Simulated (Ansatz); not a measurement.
`C[O][Sb]([Cl])[Cl]` + H–F → `[F][Sb]([Cl])[Cl]` + CH₃OH at 400 K and 1 bar (ligand exchange at the Sb–O bond).

Computed with Ansatz on PBE0-D4/def2-TZVP structures; ΔE is electronic, products minus reactants. CBS: MP2 limit from def2 TZ/QZ plus the TZ coupled-cluster correction, frozen cores. This one scheme is used for every species. def2 core potentials past Kr. For Sb outer-core shells are correlated without core-valence functions, which leaves a few kJ/mol of doubt a bond. One conformer a species, not always the lowest.

| species | CCSD(T)/CBS energy (Eh) | H − E (kJ/mol) | S (J/(mol·K)) |
| --- | --- | --- | --- |
| `C[O][Sb]([Cl])[Cl]` | -1274.69426 | 149.5 | 412.4 |
| H–F | -100.39570 | 36.5 | 182.2 |
| `[F][Sb]([Cl])[Cl]` | -1259.47647 | 35.8 | 358.6 |
| CH₃OH | -115.61712 | 151.2 | 252.6 |

H − E and S are ideal-gas, rigid-rotor, harmonic terms from PBE0-D4/def2-TZVP, for one conformer and one mirror image of each species. 1 Eh = 2625.50 kJ/mol, R = 8.31446 J/(mol·K).

**Question.** By hand: ΔE, ΔH, ΔS and ΔG.

**Answer.** ΔE = (-1259.47647) + (-115.61712) − (-1274.69426) − (-100.39570) = -0.00363 Eh = -9.5 kJ/mol. Δ(H − E) = 35.8 + 151.2 − 149.5 − 36.5 = 1.0, so ΔH = -8.5 kJ/mol. ΔS = 358.6 + 252.6 − 412.4 − 182.2 = 16.6 J/(mol·K). ΔG = -8.5 − 400 × (16.6)/1000 = -15.1 kJ/mol.

**Question.** By hand: the equilibrium constant, and the temperature at which ΔG would vanish if ΔH and ΔS stayed fixed.

**Answer.** log₁₀ K = −ΔG/(RT ln 10) = 2.0. ΔH and −TΔS have one sign here, so there is no such temperature.

TΔS isn't small against ΔH here. A doubt of 5 kJ/mol in ΔE shifts log₁₀ K by 0.7 here. Other conformers and mirror images would add mixing entropy, several J/(mol·K) or more a flexible species. These are equilibria of isolated gas molecules and say nothing of rates. Largest T1 diagnostic: 0.014 (customary marks: 0.02 for closed shells, 0.045 for open ones).
